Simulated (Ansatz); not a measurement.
Mulliken charges of GeH₆OSi, SMILES `[SiH3][O][GeH3]` from r2SCAN/def2-TZVPP in Ansatz (PBE0-D4/def2-TZVP geometry).

```json
{"atom": "Si1", "x (Å)": "-0.687", "y (Å)": "1.033", "z (Å)": "-0.921", "charge (e)": "0.464"}
{"atom": "O2", "x (Å)": "0.593", "y (Å)": "0.202", "z (Å)": "-0.339", "charge (e)": "-0.502"}
{"atom": "Ge3", "x (Å)": "0.810", "y (Å)": "-1.049", "z (Å)": "0.902", "charge (e)": "0.342"}
{"atom": "H4", "x (Å)": "-1.697", "y (Å)": "0.113", "z (Å)": "-1.515", "charge (e)": "-0.090"}
{"atom": "H5", "x (Å)": "-0.196", "y (Å)": "1.965", "z (Å)": "-1.967", "charge (e)": "-0.081"}
{"atom": "H6", "x (Å)": "-1.356", "y (Å)": "1.811", "z (Å)": "0.159", "charge (e)": "-0.090"}
{"atom": "H7", "x (Å)": "2.311", "y (Å)": "-1.356", "z (Å)": "0.917", "charge (e)": "-0.012"}
{"atom": "H8", "x (Å)": "-0.019", "y (Å)": "-2.281", "z (Å)": "0.498", "charge (e)": "-0.016"}
{"atom": "H9", "x (Å)": "0.329", "y (Å)": "-0.484", "z (Å)": "2.249", "charge (e)": "-0.016"}
```

Q: By hand: the dipole of these point charges (1 e Å = 4.8032 D).

A: Σ q r = (-0.081, -0.253, 0.278) e Å, of length 0.385 e Å = 1.85 D.

Q: How does the dipole of the full density compare? (An estimate is asked.)

A: Ansatz gave: (0.018, -0.182, 0.184) e Å, 1.25 D; the point charges give 1.48 times that, at 16° from its direction.

Point charges leave out the atoms' own dipoles, such as those of lone pairs, and Mulliken's split depends on the basis, so the two needn't agree.
